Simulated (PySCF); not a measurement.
C₂H₃ClFNSi, SMILES C#C[Si@@](N)(F)Cl.

Coordinates come from a B3LYP-D3(BJ)/def2-SVP optimisation. The structure was generated by enumeration; whether it is a known compound was not checked. The values are those of a single conformer.

Two levels are set side by side: TDA-PBE/def2-SVPD (PySCF) and TDA-PBE0/def2-SVPD (PySCF). Vertical, same geometry. The lowest singlet is HOMO→LUMO 97 % with PBE and HOMO→LUMO 44 %, HOMO−2→LUMO 43 %, HOMO−1→LUMO+1 8 % with the other functional; states are paired by order. Differences are taken from unrounded values.

```json
[
 {"quantity": "lowest singlet excitation (eV)", "TDA-PBE0": "5.93", "TDA-PBE": "5.27", "TDA-PBE minus TDA-PBE0": "-0.66"},
 {"quantity": "lowest triplet excitation (TDA) (eV)", "TDA-PBE0": "4.77", "TDA-PBE": "4.85", "TDA-PBE minus TDA-PBE0": "0.08"}
]
```

A lower first singlet is the usual sign of a functional without exact exchange. Differences between two approximate levels are no errors against the true value.

Rough cost on one machine, each run with all the roots and properties that it gave: TDA-PBE0 against TDA-PBE about 3 times.
